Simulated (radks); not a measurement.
Ionisation of neutral magnesium, [Ne] 3s2, to [Ne] 3s1 as the strength of local exchange is varied. All-electron calculation, Dirac Kohn-Sham, Slater X-alpha exchange (alpha = 2/3 is LDA exchange), no correlation, spin-unpolarised, spherical densities, point nucleus. Program: a radial shooting solver on a logarithmic mesh with Libxc functionals.

alpha	E(Mg) (hartree)	exchange (hartree)	IE (eV)	-e of the level emptied (eV)	<r> of it (bohr)
0.559	-196.22910	-12.09016	6.453	3.295 (3s1/2)	3.336
0.654	-198.29291	-14.27060	7.031	3.804 (3s1/2)	3.228
0.667	-198.57675	-14.57180	7.112	3.876 (3s1/2)	3.214
0.715	-199.62772	-15.68983	7.415	4.146 (3s1/2)	3.164
0.834	-202.25334	-18.50158	8.190	4.848 (3s1/2)	3.046
0.838	-202.34209	-18.59708	8.217	4.872 (3s1/2)	3.043
1.043	-206.93387	-23.57747	9.638	6.186 (3s1/2)	2.864

NIST Atomic Spectra Database: 7.646 eV (measured). The Delta-SCF value meets it near alpha = 0.75. Spin polarisation and multiplet splitting are left out, so open shells lie too high by an amount that depends on their filling.

Beside tabulated values, note that spin-unpolarised runs miss the spin-polarisation part of the exchange energy of open shells.
